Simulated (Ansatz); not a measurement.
`OC1[NH][GeH2][S]1`, relaxed with RKS PBE-D4/def2-SVP in the Gaussian-basis code of Ansatz from a rough embedded geometry. The force threshold is 0.03 eV/Å; the program also tests the step.

Charge 0, multiplicity 1.

Start:

```xyz
10

O     0.124    1.579   -1.161
C    -0.141    0.922    0.095
N     0.970   -0.002    0.436
Ge   -0.081   -1.578    0.363
S    -1.641   -0.173   -0.063
H    -0.651    2.278   -1.194
H    -0.285    1.631    0.910
H     1.569   -0.095   -0.456
H    -0.181   -2.088    1.836
H     0.319   -2.475   -0.767
```

| step | energy (eV) | largest force (eV/Å) | largest move (Å) |
| --- | --- | --- | --- |
| 1 | -71976.2225 | 2.622 | 0.000 |
| 2 | -71976.6551 | 1.097 | 0.195 |
| 3 | -71976.7446 | 0.522 | 0.057 |
| 4 | -71976.7903 | 0.634 | 0.200 |
| 5 (rejected) | -71976.7330 | 1.604 | 0.200 |
| 6 | -71976.8191 | 0.410 | 0.098 |
| 7 | -71976.8260 | 0.154 | 0.100 |
| 8 | -71976.8283 | 0.141 | 0.030 |
| 9 | -71976.8302 | 0.055 | 0.035 |
| 10 | -71976.8310 | 0.062 | 0.044 |
| 11 | -71976.8310 | 0.042 | 0.034 |
| 12 | -71976.8314 | 0.030 | 0.011 |

End:

```xyz
10

O     0.059    1.423   -1.239
C    -0.163    0.959    0.055
N     0.861    0.016    0.423
Ge   -0.094   -1.586    0.363
S    -1.769   -0.100    0.252
H    -0.513    2.200   -1.389
H    -0.277    1.813    0.770
H     1.758    0.190   -0.042
H    -0.004   -2.405    1.677
H     0.143   -2.510   -0.870
```

It took 20 s on 4 threads of an Arm Neoverse V1 on a shared host, with 0.19 GiB of host memory at the peak.
